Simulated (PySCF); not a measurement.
Species: C6H11BO2.
SMILES with atom numbers: `[CH3:1][C:2]([CH3:3])([CH3:4])[C:5]#[C:6][B:7]([OH:8])[OH:9]` (hydrogens: H10, H11, H12 on C1; H13, H14, H15 on C3; H16, H17, H18 on C4; H19 on O8; H20 on O9)

Method used: PBE0-D3(BJ)/def2-SVP geometry optimisation, gas phase (PySCF).

Question: What internal coordinates does the optimisation give?

Answer: 
```json
{"bond": "C1–C2, C2–C3, C2–C4", "length (Å)": "1.536", "order": "single"}
{"bond": "C2–C5", "length (Å)": "1.467", "order": "single"}
{"bond": "C5≡C6", "length (Å)": "1.218", "order": "triple"}
{"bond": "C6–B7", "length (Å)": "1.534", "order": "single"}
{"bond": "B7–O8, B7–O9", "length (Å)": "1.364", "order": "single"}
{"bond": "C1–H10 and 8 like bonds", "length (Å)": "1.100", "order": "single"}
{"bond": "O8–H19, O9–H20", "length (Å)": "0.962", "order": "single"}
```

Bonds in one row agree within 0.01 Å and their mean is given. Orders are formal, as drawn. A selection of angles:
```json
{"angle": "C1–C2–C3", "degrees": "109.9"}
{"angle": "C1–C2–C5", "degrees": "109.2"}
{"angle": "C2–C5–C6", "degrees": "179.7"}
{"angle": "C5–C6–B7", "degrees": "179.6"}
{"angle": "C6–B7–O8", "degrees": "118.1"}
{"angle": "O8–B7–O9", "degrees": "124.0"}
{"angle": "H19–O8–B7", "degrees": "115.0"}
{"angle": "H20–O9–B7", "degrees": "114.9"}
```

Torsions: H19–O8–B7–C6 180° (antiperiplanar); H20–O9–B7–C6 180° (antiperiplanar). The mirror-image conformer, all signs reversed, is as good.

The 5 C–C bonds span 1.218 Å (C5≡C6, drawn triple) to 1.536 Å (C2–C3, drawn single), a spread of 0.318 Å. B7 (three-coordinate boron) is planar (angles 124.0°, 118.1° and 117.9°, sum 360.0°, 0.00 Å off the plane of its three neighbours). Of the pairs four or more bonds apart, H19···H20 is among the closest relative to their van der Waals radii: 2.31 Å, 96 % of the sum of Bondi's values. O8 (boron-bound oxygen) is bent (angle 115.0°).

Point group: near Cs, missed by 0.24 Å at most; the miss may be what the optimiser left on a soft mode. Not checked by PBE0-D3(BJ)/def2-SVP frequencies. One conformer, not necessarily the lowest (C6–B7–O8–H 180°, C6–B7–O9–H 180°).
